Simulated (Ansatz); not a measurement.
Species: NaOH, charge 0, singlet. NaOH (SMILES [Na][OH]).
B3LYP-D3(BJ)/def2-TZVP minimum from Ansatz (a program for electronic structure):
```
O
H 1 0.9542
Na 1 1.9323 2 180.00
```

Quantity: atomisation energy (electronic, to ground-state atoms), in kJ/mol. UHF or UKS for unpaired electrons; spin-orbit terms are left out. Cores are frozen in correlated methods. No relativity. CBS(X,Y): correlation extrapolated as X^-3, Hartree-Fock from the larger set. A bracket is a step between two methods taken in the basis named. Double hybrids freeze cores in their MP2 part. For partners of very few electrons the exact lower level stands in for a higher one.

CCSD(T)/CBS(def2-TZVPP,def2-QZVPP) + [CCSDT(Q) - CCSD(T)]/def2-QZVPP + [CCSDTQ - CCSDT(Q)]/def2-SVP (Ansatz) gives 787.2 kJ/mol.

Task: How far off this value is PBE/def2-TZVPD (Ansatz), in which direction, and which of these levels come nearer: B3LYP/def2-TZVPD, PBE0/def2-TZVPD, wB97M-V/def2-TZVPD, B2PLYP/def2-TZVPD, CCSD(T)/CBS(def2-TZVPP,def2-QZVPP)?

Result: PBE gives 780.8 kJ/mol, 6.4 kJ/mol below it. Differences of the others: B3LYP/def2-TZVPD (Ansatz) -24.8; PBE0/def2-TZVPD (Ansatz) -44.4; wB97M-V/def2-TZVPD (Ansatz) -10.5; B2PLYP/def2-TZVPD (Ansatz) -22.6; CCSD(T)/CBS(def2-TZVPP,def2-QZVPP) (Ansatz) 0.0 kJ/mol. Nearer than PBE: CCSD(T)/CBS(def2-TZVPP,def2-QZVPP).
